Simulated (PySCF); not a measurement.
A species of formula C3H4F4O has this rotational fingerprint, computed with CAM-B3LYP/def2-SVPD in PySCF (dipole) on a GFN2-xTB geometry, gas phase:

```
Rotational constants : A = 2849, B = 1754, C = 1481 MHz
Dipole components    : |μa| = 1.49 D, |μb| = 0.97 D, |μc| = 1.89 D
Inertial defect      : -124.31 u·Å²
κ                    : -0.60
```

**Question.** Which structure is it? (One computed conformer of each.)
A. `[OH:1][CH2:2][C@@H:3]([F:4])[C:5]([F:6])([F:7])[F:8]` with H–O1–C2–C3 58°, O1–C2–C3–F4 -66°
B. `[CH3:1][O:2][C:3]([F:4])([F:5])[CH:6]([F:7])[F:8]` with C1–O2–C3–F4 55°, O2–C3–C6–F7 -59° (HCF2CF2OMe)
C. `[CH3:1][O:2][C@@H:3]([F:4])[C:5]([F:6])([F:7])[F:8]` with C1–O2–C3–F4 69°

**Answer.** A. It is OC[C@@H](F)C(F)(F)F, an asymmetric top, point group C1. The candidates at the same level (rigid rotor, commonest isotopes):

```json
{"SMILES": "CO[C@@H](F)C(F)(F)F", "A (MHz)": "3334", "B (MHz)": "1509", "C (MHz)": "1302", "μa (D)": "2.90", "μb (D)": "0.49", "μc (D)": "1.63", "Δ (u·Å²)": "-98.36", "point group": "C1", "rotor": "asymmetric top"}
{"SMILES": "COC(F)(F)C(F)F", "A (MHz)": "3335", "B (MHz)": "1597", "C (MHz)": "1364", "μa (D)": "2.52", "μb (D)": "0.66", "μc (D)": "1.35", "Δ (u·Å²)": "-97.26", "point group": "C1", "rotor": "asymmetric top"}
{"SMILES": "OC[C@@H](F)C(F)(F)F", "A (MHz)": "2849", "B (MHz)": "1754", "C (MHz)": "1481", "μa (D)": "1.49", "μb (D)": "0.97", "μc (D)": "1.89", "Δ (u·Å²)": "-124.31", "point group": "C1", "rotor": "asymmetric top"}
```

`COC(F)(F)C(F)F` has A 17 % too high; `CO[C@@H](F)C(F)(F)F` has A 17 % too high. No structure here is proved a minimum.
